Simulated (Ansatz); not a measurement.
# Relative stability

The two ends of one reaction step of CH$_{8}$OSn, closed shell (PBE0-D4/def2-TZVP).

A:

Sn1  (-0.834, -0.346, -0.831)
C2  (-0.330, 1.548, 0.012)
H3  (0.488, -1.037, -1.670)
H4  (-1.374, -1.447, 0.364)
H5  (-2.112, -0.157, -1.963)
H6  (2.152, -1.468, 0.622)
O7  (1.597, -1.006, 1.255)
H8  (-1.196, 1.974, 0.519)
H9  (0.479, 1.404, 0.726)
H10  (-0.009, 2.233, -0.773)
H11  (1.139, -1.698, 1.738)
(Å)

B:

```json
{"atom": "Sn1", "x (Å)": "-0.5925", "y (Å)": "-1.5665", "z (Å)": "-0.7830"}
{"atom": "C2", "x (Å)": "0.1613", "y (Å)": "1.9444", "z (Å)": "0.7193"}
{"atom": "H3", "x (Å)": "-0.8056", "y (Å)": "-3.1706", "z (Å)": "-1.3349"}
{"atom": "H4", "x (Å)": "-1.8489", "y (Å)": "-1.0495", "z (Å)": "0.2347"}
{"atom": "H5", "x (Å)": "-0.3179", "y (Å)": "-0.5041", "z (Å)": "-2.0922"}
{"atom": "H6", "x (Å)": "0.7147", "y (Å)": "1.0204", "z (Å)": "0.8898"}
{"atom": "O7", "x (Å)": "0.9897", "y (Å)": "-1.5328", "z (Å)": "0.3937"}
{"atom": "H8", "x (Å)": "-0.8349", "y (Å)": "1.8605", "z (Å)": "1.1545"}
{"atom": "H9", "x (Å)": "0.6878", "y (Å)": "2.7773", "z (Å)": "1.1852"}
{"atom": "H10", "x (Å)": "0.0745", "y (Å)": "2.1298", "z (Å)": "-0.3520"}
{"atom": "H11", "x (Å)": "1.7719", "y (Å)": "-1.9089", "z (Å)": "-0.0151"}
```

Computed with Ansatz 0.2.0 (basis: def2-TZVPP); correlated methods freeze the cores. Filled d shells of the heavier atoms are correlated. Core potentials replace the inner electrons of the atoms past krypton. The def2 sets are not built for correlating such inner shells, so the correlated values are less sure here. B3LYP uses VWN-RPA correlation.

(1) Which structure is lower at CCSD(T), and by how much? (Judge from chemistry; the value comes from the calculation.)

T1 diagnostic: at most 0.013.

Results:

(1) Computed: B, by 0.273 eV (electronic energy, against the other). By their contacts, A is a complex of CH₆Sn ([CH3][SnH3]) + H₂O and B is a complex of SnH₄O ([OH][SnH3]) + CH₄.

All methods give the same order:

```json
{"method": "SPW92", "E(B) − E(A) (eV)": "-0.201"}
{"method": "PBE-D4", "E(B) − E(A) (eV)": "-0.300"}
{"method": "BLYP-D4", "E(B) − E(A) (eV)": "-0.398"}
{"method": "r2SCAN-D4", "E(B) − E(A) (eV)": "-0.350"}
{"method": "B97M-V", "E(B) − E(A) (eV)": "-0.400"}
{"method": "PBE0-D4", "E(B) − E(A) (eV)": "-0.267"}
{"method": "B3LYP-D4", "E(B) − E(A) (eV)": "-0.365"}
{"method": "r2SCAN0-D4", "E(B) − E(A) (eV)": "-0.300"}
{"method": "BHLYP-D4", "E(B) − E(A) (eV)": "-0.352"}
{"method": "CAM-B3LYP-D4", "E(B) − E(A) (eV)": "-0.372"}
{"method": "wB97X-V", "E(B) − E(A) (eV)": "-0.339"}
{"method": "wB97M-V", "E(B) − E(A) (eV)": "-0.291"}
{"method": "B2PLYP", "E(B) − E(A) (eV)": "-0.365"}
{"method": "PBE-QIDH", "E(B) − E(A) (eV)": "-0.264"}
{"method": "RPA on PBE", "E(B) − E(A) (eV)": "-0.303"}
{"method": "HF", "E(B) − E(A) (eV)": "-0.427"}
{"method": "MP2", "E(B) − E(A) (eV)": "-0.263"}
{"method": "CCSD", "E(B) − E(A) (eV)": "-0.279"}
{"method": "CCSD(T)", "E(B) − E(A) (eV)": "-0.273"}
```

Labels in which every atom is bracketed show which atoms are joined, not bond orders.

For scale, one of the runs: CCSD(T)/def2-TZVPP, 224 basis functions (an equivalent command: `ansatz run in.yaml --threads 4`). Time: 2.3 min of wall clock on 4 CPU threads; the host was shared. Peak host memory: 4.1 GiB.
